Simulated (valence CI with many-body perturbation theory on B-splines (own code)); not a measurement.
**Cs XXIII: E2, E3, M1, M2 decay**

Computed by valence CI with perturbative core correlation (CI+MBPT): five valence electrons over a frozen Dirac-Fock core [Ar] 3d10, a basis of 9 s, 9 p, 8 d, 6 f, 3 g, 1 h functions for each j, with the one-electron correlation potential Σ1, the two-electron term Σ2, the three-electron term Σ3, Breit, model QED; selected CI, second order for the rest (own B-spline code, finite nucleus).

No measured spectrum was set against this ion. As an estimate, levels hold to about 250 cm⁻¹ or 0.2 % of their energy and the worst to 1 %, as in measured heavy ions of charge 2 to 7; those with d or f electrons hold less well. Among the levels kept, up to 270 cm⁻¹ of a level comes from second order outside the variational space, and about a tenth of that is noise between levels of different J, which matters for small intervals.

Lines 1 to 20 of 20 in falling wavelength, among levels below 1282300 cm⁻¹, chosen from the decays that carry over 1 % of a level's rate. Wavelengths and rates use the calculated energies, so an error of 2000 cm⁻¹ moves a line at 396.2 nm by 7.9 % and its rate by three times that or more. Electric multipoles are in the length gauge, E1 and E2 with the static RPA response of the core. S is in atomic units (e²a₀⁴ for E2 and M2, e²a₀⁶ for E3), for M1 in squared Bohr magnetons. Weak lines are less certain than strong ones. Lines between different terms over intervals too small for the method are left out, as are lines whose strength nearly cancels.

Levels are named by their leading jj configuration (3d3/2^4 stands for four electrons in 3d with j = 3/2), which in mixed levels can hold well under half, so a name can repeat and another be missing. Letters in brackets count levels of one name in rising energy.

```tsv
λ vac (nm)	Upper	Lower	Type	A (s⁻¹)	S (a.u.)
396.2	(4s^2 4p1/2 4p3/2 4d5/2) J=9/2	(4s^2 4p1/2 4p3/2 4d5/2) J=7/2 [a]	M1	2.57e+01	5.92e-01
382.0	(4s^2 4p1/2 4p3/2^2) J=5/2	(4s^2 4p1/2 4p3/2^2) J=3/2	M1	9.74e+01	1.21e+00
291.4	(4s^2 4p1/2 4p3/2 4d5/2) J=9/2	(4s^2 4p1/2 4p3/2 4d3/2) J=7/2	M1	6.72e+02	6.16e+00
114.3	(4s^2 4p3/2^2 4d5/2) J=9/2	(4s^2 4p1/2 4p3/2 4d5/2) J=7/2 [b]	M1	7.51e+03	4.16e+00
84.19	(4s^2 4p1/2 4p3/2 4d5/2) J=9/2	(4s^2 4p1/2^2 4d5/2) J=5/2	E2	6.02e+01	2.27e-01
82.36	(4s^2 4p1/2 4p3/2^2) J=3/2	(4s^2 4p1/2^2 4p3/2) J=3/2	M1	3.89e+04	3.22e+00
81.02	(4s^2 4p3/2^3) J=3/2	(4s^2 4p1/2 4p3/2^2) J=1/2	M1	9.86e+03	7.78e-01
71.32	(4s^2 4p3/2^2 4d5/2) J=9/2	(4s^2 4p1/2 4p3/2 4d5/2) J=9/2	M1	2.24e+04	3.02e+00
67.75	(4s^2 4p1/2 4p3/2^2) J=5/2	(4s^2 4p1/2^2 4p3/2) J=3/2	M1	7.45e+03	5.16e-01
67.75	(4s^2 4p1/2 4p3/2^2) J=5/2	(4s^2 4p1/2^2 4p3/2) J=3/2	E2	3.40e+02	2.60e-01
63.39	(4s^2 4p3/2^3) J=3/2	(4s^2 4p1/2 4p3/2^2) J=5/2	M1	1.80e+04	6.82e-01
60.44	(4s^2 4p3/2^2 4d5/2) J=9/2	(4s^2 4p1/2 4p3/2 4d5/2) J=7/2 [a]	M1	1.43e+04	1.17e+00
57.29	(4s^2 4p3/2^2 4d5/2) J=9/2	(4s^2 4p1/2 4p3/2 4d3/2) J=7/2	M1	8.93e+03	6.23e-01
54.97	(4s^2 4p1/2 4p3/2^2) J=1/2	(4s^2 4p1/2^2 4p3/2) J=3/2	M1	4.18e+04	5.15e-01
54.97	(4s^2 4p1/2 4p3/2^2) J=1/2	(4s^2 4p1/2^2 4p3/2) J=3/2	E2	6.55e+02	5.87e-02
54.37	(4s^2 4p3/2^3) J=3/2	(4s^2 4p1/2 4p3/2^2) J=3/2	M1	8.44e+04	2.01e+00
29.16	(4s^2 4p1/2 4p3/2 4d5/2) J=9/2	(4s 4p1/2^2 4p3/2^2) J=5/2	E2	2.90e+02	5.45e-03
20.70	(4s^2 4p3/2^2 4d5/2) J=9/2	(4s 4p1/2^2 4p3/2^2) J=5/2	E2	2.08e+03	7.07e-03
13.58	(4s^2 4p1/2 4p3/2 4d5/2) J=9/2	(4s^2 4p1/2 4p3/2^2) J=5/2	M2	7.79e+02	3.21e-04
11.31	(4s^2 4p1/2 4p3/2 4d5/2) J=9/2	(4s^2 4p1/2^2 4p3/2) J=3/2	E3	2.80e+01	2.11e-01
```
